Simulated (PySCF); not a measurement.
A geometry optimisation on `C#C/C=N\[SiH2]C`.

Method: PBE0-D3(BJ)/def2-SVP geometry optimisation, gas phase (PySCF 2.14.0). Start geometry: GFN2-xTB. The command runs a driver script over a list of jobs; the input below is this job's line of settings and its coordinates in Å.

Command:
```bash
OMP_NUM_THREADS=1 python probes_run.py task.json out
```

Input:
```
{"job": {"xc": "PBE0", "basis": "def2-SVP", "d3": "d3bj", "grid": 1, "shake": 0.01, "kind": "geom"}, "charge": 0, "multiplicity": 1}
C      2.861550     1.396430     0.142850
C      2.260210     0.399500    -0.142730
C      1.544360    -0.788490    -0.469960
N      0.420940    -1.073500    -0.134200
Si    -0.858110    -0.299940     0.752400
C     -2.275470    -0.074290    -0.483210
H      3.362940     2.305550     0.377580
H      2.150600    -1.498390    -1.063180
H     -0.552350     1.008790     1.405740
H     -1.178330    -1.293650     1.795920
H     -3.185450     0.229470     0.039620
H     -2.034030     0.671820    -1.224940
H     -2.511040    -1.000180    -1.006200
```

Q: Estimate the output.

A: 
```
step   0  E = -500.18110215  max force = 0.089305
step   1  E = -500.18843980  max force = 0.023719
step   2  E = -500.18911777  max force = 0.006334
step   3  E = -500.18905909  max force = 0.004491
step   4  E = -500.18921028  max force = 0.001953
step   5  E = -500.18922174  max force = 0.002616
step   6  E = -500.18924586  max force = 0.000280
step   7  E = -500.18924953  max force = 0.000310
optimisation converged
```

Energies in Eh; «max force» is the largest Cartesian gradient component in Eh/bohr.

Q: How much energy does the optimisation release, in eV?

A: E(step 0) − E(last step) = 0.008147 Eh, which is 0.222 eV.

Q: Give the first gradient maximum in eV/Å.

A: With 1 Eh/bohr = 51.422 eV/Å, 4.592 eV/Å.

Main results: final energy -500.18925 Eh after 7 steps; dipole 1.59 D.

Q: Where do the atoms end?

A: 0.093 Å rms from the input after alignment:
```
atom  x, y, z in Å
C1     2.5250    1.4206    0.4129
C2     1.8999    0.4260    0.1086
C3     1.1844   -0.7652   -0.2765
N4     0.0154   -1.0992    0.0824
Si5   -1.1367   -0.2675    1.1194
C6    -2.6569    0.0840    0.0868
H7     3.0666    2.3061    0.6926
H8     1.7512   -1.4282   -0.9592
H9    -0.6121    0.9998    1.7262
H10   -1.4528   -1.2266    2.2193
H11   -3.4733    0.4664    0.7189
H12   -2.4387    0.8370   -0.6857
H13   -3.0011   -0.8343   -0.4119
```

On Arm Neoverse V2, one thread, shared host with 192 logical CPUs at a one-minute load of 121, this took 40 s wall and 0.51 GiB of memory at its peak.
Labels such as C1 count atoms from 1, the log's own numbers from 0.
